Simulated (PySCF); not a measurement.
Al(Me)(OH)(SiH3) (CH₇AlOSi), SMILES [CH3][Al]([OH])[SiH3].

The structure is a stationary point at r2SCAN-D4/def2-SVP. Other conformers were not sampled.

Calculation: TDA-ωB97X/def2-SVPD (PySCF).

Vertical excitations. The molecule is in vacuum.

Task: List the lowest excited states. (An estimate is asked for; the answer gives what the named calculation found.)

Result: 
| state | energy (eV) | λ (nm) | f | main pairs |
|---|---|---|---|---|
| S1 | 5.27 | 235 | 0.023 | HOMO→LUMO 96 % |
| S2 | 6.38 | 194 | 0.076 | HOMO→LUMO+1 60 %, HOMO→LUMO+2 30 % |
| S3 | 6.93 | 179 | 0.318 | HOMO→LUMO+2 60 %, HOMO→LUMO+1 31 % |
| S4 | 7.29 | 170 | 0.024 | HOMO−1→LUMO 82 % |
| S5 | 7.77 | 160 | 0.015 | HOMO−2→LUMO 60 %, HOMO−1→LUMO+1 13 %, HOMO→LUMO+4 12 % |
| S6 | 7.80 | 159 | 0.001 | HOMO→LUMO+5 57 %, HOMO−4→LUMO 11 %, HOMO−2→LUMO+1 9 % |
| S7 | 7.93 | 156 | 0.043 | HOMO−2→LUMO+1 58 %, HOMO→LUMO+5 14 %, HOMO−2→LUMO+2 9 % |
| S8 | 7.95 | 156 | 0.125 | HOMO→LUMO+4 44 %, HOMO−2→LUMO 20 %, HOMO→LUMO+3 14 % |
| S9 | 8.07 | 154 | 0.000 | HOMO−4→LUMO 68 % |
| S10 | 8.24 | 150 | 0.023 | HOMO→LUMO+6 43 %, HOMO→LUMO+3 23 %, HOMO−5→LUMO+1 10 % |
| T1 | 4.54 | 273 | 0 | HOMO→LUMO 95 % |
| T2 | 5.68 | 218 | 0 | HOMO→LUMO+2 56 %, HOMO→LUMO+1 29 % |
| T3 | 6.14 | 202 | 0 | HOMO→LUMO+1 47 %, HOMO→LUMO+2 27 % |
| T4 | 6.76 | 183 | 0 | HOMO−1→LUMO 73 % |
Triplets are in the Tamm–Dancoff approximation.
